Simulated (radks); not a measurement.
Results of a calculation; reference values are marked as such.
Task: Sn6+, configuration [Kr] 4d7 5p1 (not the ground configuration). Level of theory: scalar-relativistic Kohn-Sham, PBE, spin-polarised, spherical densities, finite nucleus; open shells are filled with parallel spins first (spin-orbit coupling, left out, can overturn this in heavy ions); Fermi nuclear charge, rms radius 4.6519 fm (a radial shooting solver on a logarithmic mesh with Libxc functionals). Some entries of the table are withheld. Estimate them.

orbital  occ.  eigenvalue (eV)  <r> (bohr)  r(max) (bohr)
1s up       1        -29110.53     0.02906        0.01878
1s down     1        -29110.47     0.02906        0.01878
2s up       1        -4478.966      0.1255         0.1061
2s down     1        -4478.015      0.1255         0.1061
2p up       3        -4030.945      0.1096        0.08495
2p down     3        -4030.189      0.1096        0.08494
3s up       1        -942.4685      0.3392         0.3074
3s down     1        -941.9713      0.3391         0.3075
3p up       3        -796.1154      0.3375         0.3008
3p down     3        -795.5434      0.3374         0.3008
3d up       5        -571.1088      0.3142         0.2508
3d down     5        -570.2424      0.3141         0.2509
4s up       1              (1)      0.8040         0.7407
4s down     1              (2)      0.8031         0.7398
4p up       3        -182.2308      0.8592         0.7797
4p down     3        -178.8087      0.8586         0.7787
4d up       5        -115.0080      0.9874         0.8550
4d down     2        -111.5832      0.9885         0.8542
5p up       1         -65.4196       1.987          1.863
5p down     0         -62.9279       1.993          1.872

Result: 
(1) 4s up eigenvalue (eV): -227.5759
(2) 4s down eigenvalue (eV): -224.2057
